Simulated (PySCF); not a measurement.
Compound: C3H8OSi2.
SMILES: `C(#C[SiH2]O[SiH3])C`

Torsions of this conformer, `[CH3:1][C:2]#[C:3][SiH2:4][O:5][SiH3:6]`: C3–Si4–O5–Si6 12°.

The closed-shell ground state was solved at several levels (PySCF, density fitting, gas phase, non-relativistic). Geometry: PBE0-D3(BJ)/def2-SVP, one conformer, isolated molecule.

| level | basis functions | total energy (Eh) | HOMO (eV) | LUMO (eV) | gap (eV) | dipole (D) |
| --- | --- | --- | --- | --- | --- | --- |
| PBE0/pcSseg-1 | 156 | -772.8445 | -7.78 | -0.38 | 7.40 | 2.41 |
| CAM-B3LYP/def2-SVPD | 195 | -772.9645 | -9.11 | 0.55 | 9.66 | 2.27 |

Problem. Estimate the row for PBE0/pcSseg-2, a basis of 342 functions; the other rows only guide the guess.

Solution. Total energy -773.0024 Eh, HOMO -7.78 eV, LUMO -0.53 eV, gap 7.25 eV, dipole 2.40 D.

Problem. Over all these levels, which gives the widest orbital gap and which the narrowest?

Solution. CAM-B3LYP/def2-SVPD (range-separated hybrid) has the widest, 9.66 eV, and PBE0/pcSseg-2 (global hybrid, 25 % exact exchange) the narrowest, 7.25 eV. Functional and basis both differ between the two, so the spread mixes both effects.

Problem. How far do the dipole and the HOMO energy spread over the levels?

Solution. The dipole runs from 2.27 to 2.41 D (mean 2.36 D) and the HOMO from -9.11 to -7.78 eV.
